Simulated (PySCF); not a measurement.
## Dipole response of Pd(2+) (palladium, charge +2)

[Kr] 4d8, high-spin 3F determinant. Calculation: PySCF 2.14, in x2c-TZVPPall with one added diffuse shell each of s, p, d, f type (9s7p7d3f1g, 95 functions); scalar relativity by spin-free X2C-1e. Coupled (time-dependent) response in atomic units; α is the mean over directions.

```json
{"method": "MN15", "mean α (bohr³)": "6.635", "C₆ (like pair)": "34.12", "S(−4)": "10.93"}
{"method": "PBEsol", "mean α (bohr³)": "6.871", "C₆ (like pair)": "35.96", "S(−4)": "12.09"}
```

S(−4) is the Cauchy moment in α(ω) = α(0) + S(−4) ω² + …

Spin-orbit coupling is absent.

α(iu) at PBEsol:

```json
{"u (hartree)": "0", "α(iu) (bohr³)": "6.871"}
{"u (hartree)": "0.0500", "α(iu) (bohr³)": "6.841"}
{"u (hartree)": "0.100", "α(iu) (bohr³)": "6.753"}
{"u (hartree)": "0.200", "α(iu) (bohr³)": "6.440"}
{"u (hartree)": "0.300", "α(iu) (bohr³)": "6.014"}
{"u (hartree)": "0.500", "α(iu) (bohr³)": "5.103"}
{"u (hartree)": "0.750", "α(iu) (bohr³)": "4.135"}
{"u (hartree)": "1.00", "α(iu) (bohr³)": "3.395"}
{"u (hartree)": "1.50", "α(iu) (bohr³)": "2.391"}
{"u (hartree)": "2.00", "α(iu) (bohr³)": "1.764"}
{"u (hartree)": "3.00", "α(iu) (bohr³)": "1.056"}
{"u (hartree)": "5.00", "α(iu) (bohr³)": "0.4859"}
```

A single London oscillator, α(iu) = α/(1 + u²/ω²), gives C₆ = (3/4) ω α². Matching the computed C₆ needs ω = 4 × 35.96 / (3 × 6.871²) = 1.02 hartree.

For an ion, C₆ is the dispersion term alone; charge-induced terms of lower order in 1/R come first.
